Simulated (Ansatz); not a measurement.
Gas-phase electronic energies from Ansatz, PBE0-D4/def2-TZVP geometries. CCSD(T)/CBS is the MP2 limit (def2-TZVPP, def2-QZVPP) plus CCSD(T) − MP2 in def2-TZVPP, frozen cores. This one scheme is used for every species. Functionals use def2-TZVPP. For Ge outer-core shells are correlated without core-valence functions, which leaves a few kJ/mol of doubt a bond. Scalar relativity is left out up to krypton. Each species was taken in one conformer, which may not be the lowest.

Reaction (ligand exchange at a Ge–C bond): `N[C](=O)[GeH2][OH]` + `O[SiH2]O` → `O[SiH2][O][GeH2][OH]` + `NC=O`

`N[C](=O)[GeH2][OH]`:

Cartesian coordinates in Å:
```
N -1.116 -0.184 -1.446
C -0.012 -0.358 -0.694
O 0.935 -1.033 -1.052
Ge 0.161 0.501 1.111
O 1.763 -0.085 1.576
H -1.886 0.377 -1.133
H -1.171 -0.629 -2.350
H 0.152 2.038 1.039
H -0.902 0.004 2.108
H 2.076 -0.631 0.841
```

`O[SiH2]O`:

Cartesian coordinates in Å:
```
O 0.535 -1.159 0.688
Si -0.429 0.010 0.057
O 0.391 1.138 -0.810
H 0.979 -1.750 0.077
H -1.395 -0.551 -0.916
H -1.085 0.608 1.242
H 1.004 1.704 -0.338
```

`O[SiH2][O][GeH2][OH]`:

Cartesian coordinates in Å:
```
O -2.474 -0.748 0.450
Si -1.271 0.301 0.837
O 0.207 -0.287 0.476
Ge 1.234 -0.278 -0.968
O 2.356 1.083 -0.840
H -2.555 -1.547 0.973
H -1.270 0.571 2.296
H -1.567 1.511 0.036
H 0.401 0.007 -2.220
H 1.981 -1.618 -0.942
H 2.958 1.005 -0.096
```

`NC=O`:

Cartesian coordinates in Å:
```
N 0.560 0.343 -0.219
C -0.532 -0.330 0.206
O -0.905 -1.390 -0.234
H 1.122 -0.046 -0.958
H 0.819 1.223 0.187
H -1.063 0.201 1.019
```

| level | ΔE (eV) |
| --- | --- |
| PBE-D4 | -0.58 |
| PBE0-D4 | -0.66 |
| ωB97X-V | -0.75 |
| ωB97M-V | -0.71 |
| PBE0 | -0.66 |
| SCS-MP2/def2-TZVPP | -0.83 |
| MP2/def2-QZVPP | -0.76 |
| SCS-MP2/def2-QZVPP | -0.82 |

Task: What does CCSD(T)/CBS give? (Best estimate.)

Result: Computed: -0.73 eV. The listed levels differ from it by 0.15, 0.07, -0.02, 0.02, 0.07, -0.10, -0.03, -0.09 eV.

Largest T1 diagnostic among the species: 0.016.

From PBE to PBE0 (25 % exact exchange), in def2-TZVPP and without D4, ΔE moves by −0.08 eV. In def2-TZVPP, CCSD(T) changes the Hartree–Fock value by +0.27 eV (the triples alone add +0.04 eV) and MP2 by +0.25 eV.
